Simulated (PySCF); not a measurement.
Radial density of Se (selenium, neutral)

UHF, [Ar] 3d10 4s2 4p3 5s1, 5s spin antiparallel (an excited configuration). All numbers are calculated (PySCF 2.14, scalar relativity by spin-free X2C-1e, in aug-cc-pVDZ-DK (6s5p3d, 36 functions)).

```tsv
r (bohr)	4πr²ρ (e/bohr)	4πr²(ρα − ρβ)
0.000984	0.5489	0.0000
0.00166	1.314	-0.0001
0.00278	3.097	-0.0002
0.00468	7.020	-0.0005
0.00788	14.72	-0.0008
0.0133	26.96	-0.0007
0.0223	39.38	0.0032
0.0375	40.82	0.0226
0.0631	34.08	0.0742
0.106	44.71	0.1085
0.178	44.05	0.0046
0.300	26.11	0.0981
0.505	32.93	0.2116
0.849	12.89	0.0706
1.43	3.935	1.3981
2.40	1.787	1.1948
4.04	0.4580	-0.1287
6.80	0.09805	-0.0978
11.4	8.105e-05	-0.0001
```

Densities and radii are taken from the X2C orbitals without a picture-change correction, which distorts them close to the nucleus.

The outer electron is Rydberg-like, and this basis confines it to a smaller radius and binds it less than a complete one would. With the s spin flipped the determinant is a mixture of two multiplicities, not a spectroscopic state.
